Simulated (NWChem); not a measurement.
Molecule: TaCl$_{5}$; SMILES [Cl][Ta]([Cl])([Cl])([Cl])[Cl]

All runs: NWChem. Geometry: optimised at PBE-D3(BJ)/def2-SVP. No frequency run checked for a minimum. def2 effective core potentials on Ta; no spin-orbit coupling.

Predict the results for OLYP/def2-SVP. Quantities: highest occupied level (eV); orbital gap (eV).


| Quantity | Result |
|---|---|
| highest occupied level (eV) | -7.71 |
| orbital gap (eV) | 3.37 |
